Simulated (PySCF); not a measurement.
## Basis and Hamiltonian dependence of the ionisation energy of Kr²⁺

Kr²⁺ [Ar] 3d10 4s2 4p4 (3P) → Kr³⁺ [Ar] 3d10 4s2 4p3 (4S). Calculated with PySCF 2.14 from differences of total energies of unrestricted determinants, without spin-orbit coupling. Values in eV.

| basis | Hamiltonian | functions | UHF | r2SCAN | PBE0 | MP2 (valence) | CCSD(T) (valence) | CCSD(T) (valence and next inner shell) |
| --- | --- | --- | --- | --- | --- | --- | --- | --- |
| cc-pVDZ-PP with ECP10MDF | ECP | 23 | 34.238 | n/a | 35.422 | 34.632 | 34.657 | n/a |
| cc-pVDZ-DK | spin-free X2C | 27 | 34.233 | n/a | n/a | 34.637 | 34.661 | n/a |
| ANO-RCC-VTZP | spin-free X2C | 43 | 34.337 | 35.615 | 35.541 | 35.041 | 35.189 | 35.247 |
| def2-TZVP | non-relativistic | 48 | 34.301 | n/a | n/a | 34.994 | 35.135 | n/a |
| x2c-TZVPPall | spin-free X2C | 48 | 34.347 | 35.645 | 35.556 | 35.050 | 35.190 | 35.228 |
| aug-cc-pVTZ-PP with ECP10MDF | ECP | 55 | 34.336 | 35.575 | 35.482 | 35.055 | 35.198 | n/a |
| x2c-TZVPPall with one added diffuse shell each of s, p, d type | spin-free X2C | 57 | 34.339 | 35.636 | 35.550 | 35.044 | n/a | 35.223 |
| aug-cc-pVTZ-DK | spin-free X2C | 59 | 34.342 | 35.618 | 35.548 | 35.055 | 35.196 | n/a |
| aug-cc-pVTZ-PP with one added diffuse shell each of s, d, f type with ECP10MDF | ECP | 68 | 34.336 | 35.575 | 35.482 | 35.057 | 35.200 | n/a |
| aug-cc-pVQZ-PP with ECP10MDF | ECP | 89 | 34.334 | 35.577 | 35.474 | 35.176 | 35.334 | n/a |
| dyall-av2z | non-relativistic | 92 | 34.171 | 35.459 | 35.391 | 34.627 | 34.661 | n/a |
| x2c-QZVPPall | spin-free X2C | 97 | 34.333 | 35.623 | 35.542 | 35.173 | 35.331 | n/a |
| def2-QZVPPD | non-relativistic | 98 | 34.285 | 35.575 | 35.500 | 35.115 | 35.275 | n/a |

Estimate the row for aug-cc-pVDZ-DK (spin-free X2C, 36 functions).

From the rows with the same Hamiltonian and similar size; the calculation gives UHF 34.23; r2SCAN 35.56; PBE0 35.48; MP2 (valence) 34.65; CCSD(T) (valence) 34.69 (eV).

Extrapolation of CCSD(T) (valence) from aug-cc-pVTZ-PP with ECP10MDF and aug-cc-pVQZ-PP with ECP10MDF: the correlation parts are 0.862 and 1.001 eV; with the X⁻³ form and unrounded values, (4³ × 1.001 − 3³ × 0.862)/(4³ − 3³) = 1.102 eV, and adding the Hartree-Fock value 34.334 eV of the larger basis gives 35.436 eV.

Frozen in the all-electron rows: valence: [Ar] 3d10; valence and next inner shell: [Ne]; with a core potential, the same shells as far as they lie outside it.

Non-relativistic rows lack the scalar-relativistic shift.

Between the lowest levels the reference is 35.838 ± 0.02 eV (measured; NIST Atomic Spectra Database, ionization energies); it includes spin-orbit coupling, which these numbers lack.
